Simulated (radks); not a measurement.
The numbers below are computed, except where a source is named.
The sulfur anion S-, [Ne] 3s2 3p5, held by a Watson sphere: a shell of charge +1 at radius R that stands for the Madelung well of a crystal (potential energy -1/R inside, -1/r outside, in hartree with lengths in bohr). Level of theory: scalar-relativistic Kohn-Sham, LDA (Slater exchange, Perdew-Wang correlation), spin-polarised, spherical densities, point nucleus; open shells are filled with parallel spins first (a radial shooting solver on a logarithmic mesh with Libxc functionals). Response by self-consistent Sternheimer equations with the Hartree and adiabatic LDA kernel, the relativistic mass of each level held fixed and spin-orbit coupling left out. The sphere does not respond.

\begin{tabular}{lrrrrrrr}
R (bohr) & e(3s down) (eV) & e(3p up) (eV) & e(3p down) (eV) & <r> 3p (bohr) & sum of <r^2> (bohr^2) & X-ray form factor at sin(theta)/lambda = 0.1 1/angstrom & alpha (bohr^3) \\ \hline
2.52 & -16.612 & -7.511 & -6.848 & 2.166 & 36.76 & 14.757 & 27.05 \\
2.68 & -16.363 & -7.302 & -6.645 & 2.188 & 37.40 & 14.730 & 28.57 \\
3.35 & -15.421 & -6.443 & -5.806 & 2.264 & 39.69 & 14.640 & 35.49 \\
3.8 & -14.877 & -5.916 & -5.287 & 2.303 & 40.90 & 14.599 & 40.36 \\
3.91 & -14.754 & -5.795 & -5.167 & 2.312 & 41.16 & 14.591 & 41.55 \\
4.06 & -14.593 & -5.634 & -5.009 & 2.322 & 41.49 & 14.580 & 43.17 \\
4.55 & -14.109 & -5.151 & -4.528 & 2.352 & 42.43 & 14.554 & 48.37 \\
4.62 & -14.045 & -5.086 & -4.464 & 2.355 & 42.55 & 14.551 & 49.09 \\
\end{tabular}
